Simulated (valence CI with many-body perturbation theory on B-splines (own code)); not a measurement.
# Which ion has this spectrum?

A relativistic CI+MBPT calculation for an atom or ion with 51 electrons gives these levels (cm⁻¹):

```tsv
J	Parity	E	g
3/2	odd	0.0	1.97
3/2	odd	8503	0.88
5/2	odd	9846	1.20
1/2	odd	16388	0.67
3/2	odd	18430	1.28
1/2	even	43256	2.34
3/2	even	45950	1.70
1/2	even	46998	1.00
5/2	even	48333	1.55
3/2	even	49393	1.25
1/2	odd	51573	0.74
3/2	odd	52508	1.34
5/2	even	53245	1.44
3/2	even	53424	0.73
```

The energies are calculated, with errors of about 60 cm⁻¹, more in some levels.

Problem. Which is it?
A. Xe3+
B. Sb
C. Te+
D. I2+

Solution. B. Sb, ground level 5s²5p³ ⁴S°_3/2.
